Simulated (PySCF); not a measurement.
Computed properties of CdCl2, SMILES [Cl][Cd][Cl]

CdCl₂, SMILES [Cl][Cd][Cl]. Coordinates come from a B3LYP-D3(BJ)/def2-TZVP optimisation. The isomer is the one that the SMILES or the coordinates give; other isomers of the formula were not compared. The def2 effective core potentials stand for the cores of Cd; spin–orbit coupling is left out. Other conformers were not sampled. All values are computed for the isolated molecule unless a solvent is named; none is compared with measurement here.

**Structure.** The optimised structure has D∞h symmetry. All 4 harmonic modes at B3LYP-D3(BJ)/def2-TZVP (PySCF) are real, so it is a minimum. With heavy atoms numbered as in [Cd:1]([Cl:2])[Cl:3], the shortest bond between them is Cd1–Cl2 at 2.285 Å and the longest Cd1–Cl3 at 2.285 Å.

**Vibrations.** The strongest infrared lines (harmonic, unscaled, degenerate partners summed) lie at 410 cm⁻¹ (63 km/mol, Cl 61 %, Cd 39 %), 85 cm⁻¹ (22 km/mol, Cl 61 %, Cd 39 %). The softest mode is at 85 cm⁻¹ and the zero-point energy is 1.3 kcal/mol.

**Electronic structure.** B3LYP/def2-TZVPD (PySCF) places the frontier levels at -8.69 and -2.72 eV, a gap of 5.97 eV, and gives a dipole moment of 0.00 D and a mean polarisability of 59.8 bohr³. PBE/def2-TZVPD (PySCF) at the same geometry gives -7.60 and -3.28 eV, so its gap is 1.65 eV narrower. An orbital gap is neither the optical nor the fundamental gap.

**Excitations.** TDDFT-PBE0/def2-SVPD (PySCF) has S1 at 5.11 eV (243 nm, f = 0.000, dark); the most intense of the 10 singlets computed lies at 6.74 eV (f = 0.11). Strengths of degenerate partners are summed. T1 (TDA) is at 4.78 eV. TDDFT-PBE/def2-SVPD (PySCF) puts S1 at 4.46 eV. No vertical singlet excitation falls in the visible range (under 3.1 eV).
